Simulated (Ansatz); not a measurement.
Input for Ansatz (a quantum-chemistry and plane-wave program): R-CCSD(T)/cc-pVDZ on CH4BBr (SMILES CBBr), a point of a torsion scan. The run froze 16 orbitals, filled d shells among them.

Ansatz 0.2 input:
```yaml
crystal:
  periodic: [false, false, false]
  atoms:
    - {symbol: C, position_ang: [-0.73899674, -0.07537459, -0.04808166]}
    - {symbol: B, position_ang: [0.64655582, 0.53165609, 0.36570407]}
    - {symbol: Br, position_ang: [1.42356510, 1.91530782, -0.61131417]}
    - {symbol: H, position_ang: [-1.18430359, 0.37755558, -0.93208908]}
    - {symbol: H, position_ang: [-1.45709025, 0.01322568, 0.76893225]}
    - {symbol: H, position_ang: [-0.64961293, -1.14734760, -0.23244332]}
    - {symbol: H, position_ang: [1.23204853, 0.13248596, 1.30085398]}
basis:
  gaussian:
    orbitals: cc-pVDZ
magnetization: {spin_polarized: false}
correlation: {method: ccsd_t, electrons: outside_noble_gas}
scf: {lower_state_search: off}
```

Program output:

```
WARN ansatz: RAYON_NUM_THREADS=1 ignored (pool sized by the plan → 1); use --threads N
Functional definition: HF
these checks for a lower state are left out or cut short: stability, starts, cluster_reference, orbital_swaps, neighbouring_geometries, increment
integrals: 0.06 GiB planned
749 factors; integrals over basis functions are off by at most 1.2e-3 eV
mean field: 0.15 GiB planned
mean field evaluation 1: about -71763.2624 eV, gradient 2.2e1 eV
mean field evaluation 2: about -71763.2631 eV, gradient 2.2e1 eV
mean field evaluation 4: about -71764.7342 eV, gradient 2.0e0 eV
mean field evaluation 8: about -71764.7540 eV, gradient 3.7e-4 eV
mean field -71764.75401005 eV, -2637.3060659719 hartree, gradient 1.0e-6 eV, S^2 0.000000; 0 other end points of the search recorded, 0 dependent functions left out
16 core orbitals not correlated
reference -71764.75401005 eV, -2637.3060659719 hartree; 9, 9 occupied and 50, 50 virtual orbitals, 749 factors
second order -9.36065000 eV of doubles, -0.00000000 eV of singles
coupled cluster: 0.14 GiB planned
cycle   1  -10.11517376 eV  change   -7.5e-1 eV  update   7.0e-2
cycle   2  -10.37631501 eV  change   -2.6e-1 eV  update   2.1e-2
cycle   3  -10.41974599 eV  change   -4.3e-2 eV  update   1.0e-2
cycle   4  -10.41740665 eV  change    2.3e-3 eV  update   3.6e-3
cycle   5  -10.41650171 eV  change    9.0e-4 eV  update   1.2e-3
cycle   6  -10.41641913 eV  change    8.3e-5 eV  update   3.1e-4
cycle   7  -10.41641264 eV  change    6.5e-6 eV  update   9.1e-5
cycle   8  -10.41641951 eV  change   -6.9e-6 eV  update   2.6e-5
cycle   9  -10.41641528 eV  change    4.2e-6 eV  update   8.6e-6
perturbative correction -0.27258820 eV, -0.0100174317 hartree
Total energy: -71775.44301353 eV, -2637.6988796046 hartree
Checks for a lower state left out: stability, starts, cluster_reference, orbital_swaps, neighbouring_geometries, increment
```

The run converged.

Cost: very roughly 2.0 core-seconds.
